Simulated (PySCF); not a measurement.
C₄H₅ClSi, SMILES C#C[Si@H](Cl)C=C. Atoms are numbered in the order given.

```xyz
11

C      1.7707     2.0531    -0.7265
C      1.0599     1.2278    -0.1833
Si    -0.0268    -0.0005     0.6315
Cl     0.6714    -1.9180     0.2035
C     -1.7661     0.1761    -0.0013
C     -2.1309     1.0823    -0.9181
H      2.4039     2.7787    -1.2045
H      0.0551     0.1586     2.1048
H     -2.5260    -0.5061     0.4022
H     -3.1645     1.1649    -1.2722
H     -1.4084     1.7804    -1.3548
```

The structure is a stationary point at B3LYP-D3(BJ)/def2-SVP. The structure was generated by enumeration; whether it is a known compound was not checked. The values are those of a single conformer.

Two levels are set side by side: PBE/pcSseg-1 (PySCF) and B3LYP/pcSseg-1 (PySCF). GIAO shifts against HCl (³⁵Cl), TMS (²⁹Si), TMS (¹H), TMS (¹³C) at the same level; non-relativistic, no solvent, atoms listed together averaged. Without spin–orbit terms, shifts of atoms bonded to Cl or Br come out too high at both levels. Differences are taken from unrounded values.

```
quantity              B3LYP
--------------------  -----
δ(¹³C) of C1 (ppm)    105.9
δ(¹³C) of C2 (ppm)     85.0
δ(²⁹Si) of Si3 (ppm)  -26.9
δ(³⁵Cl) of Cl4 (ppm)   14.2
δ(¹³C) of C5 (ppm)    142.6
δ(¹³C) of C6 (ppm)    149.3
δ(¹H) of H7 (ppm)      2.76
δ(¹H) of H8 (ppm)      5.52
δ(¹H) of H9 (ppm)      6.45
```

### Question
What does PBE give, and how far is it from B3LYP? (The exact figures need the calculation; the answer reports its results.)

### Answer

```csv
quantity,PBE,PBE minus B3LYP
δ(¹³C) of C1 (ppm),105.0,-0.9
δ(¹³C) of C2 (ppm),84.6,-0.4
δ(²⁹Si) of Si3 (ppm),-26.1,0.8
δ(³⁵Cl) of Cl4 (ppm),29.3,15.1
δ(¹³C) of C5 (ppm),141.1,-1.5
δ(¹³C) of C6 (ppm),147.6,-1.7
δ(¹H) of H7 (ppm),2.75,-0.01
δ(¹H) of H8 (ppm),5.82,0.30
δ(¹H) of H9 (ppm),6.57,0.12
```

Rough cost on one machine, each run with all the roots and properties that it gave: B3LYP against PBE within a factor of 2.
